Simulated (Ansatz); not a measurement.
Relaxation of FH₆W (8 atoms, charge 0, multiplicity 2), to a largest force component of 0.03 eV/Å in at most 50 steps.

Theory: UKS B3LYP-D4/def2-SVP (Ansatz).

```xyz
8
Properties=species:S:1:pos:R:3
W -0.005 -0.003 -0.502
H -0.002 -0.002 1.224
H 1.390 0.027 0.428
H 0.021 1.390 0.432
H -1.396 0.013 0.439
H 0.006 -1.397 0.434
H -0.006 -0.019 -2.337
F -0.007 -0.010 3.322
```

Problem. Where does it end, and by what steps?

Solution. The run converged. After 30 steps the energy has fallen by 4.430 eV; H2 moved furthest, 1.33 Å. Parted: W1–H2 (1.73 → 2.74 Å). Joined: W1–F8 (3.82 → 2.63 Å), H2–F8 (2.10 → 0.93 Å).

| step | energy less start (eV) | largest force component (eV/Å) | accepted |
| --- | --- | --- | --- |
| 0 | 0.0000 | 0.872 | yes |
| 2 | -0.6324 | 2.000 | yes |
| 4 | -3.3584 | 7.043 | yes |
| 6 | -3.8350 | 1.293 | yes |
| 8 | -3.9289 | 1.890 | yes |
| 10 | -4.1272 | 0.950 | yes |
| 12 | -4.2269 | 0.516 | yes |
| 14 | -4.2903 | 2.063 | yes |
| 16 | -4.4031 | 0.710 | yes |
| 18 | -4.4142 | 0.130 | yes |
| 20 | -4.3996 | 1.341 | no |
| 22 | -4.4205 | 0.065 | yes |
| 24 | -4.4218 | 0.069 | yes |
| 26 | -4.4243 | 0.290 | yes |
| 28 | -4.4083 | 0.926 | no |
| 30 | -4.4296 | 0.022 | yes |

```xyz
8
Properties=species:S:1:pos:R:3
W -0.092 -0.167 -0.314
H -0.677 0.393 2.305
H 1.518 0.007 0.120
H 0.482 1.299 0.279
H -1.381 0.573 0.554
H 0.526 -1.660 0.215
H -0.333 -0.154 -2.028
F -0.042 -0.291 2.309
```

Whether the end is a true minimum wasn't checked by a vibrational analysis.

The run took 91 s on 2 threads of Arm Neoverse V1 (shared host), peak memory 0.19 GiB.
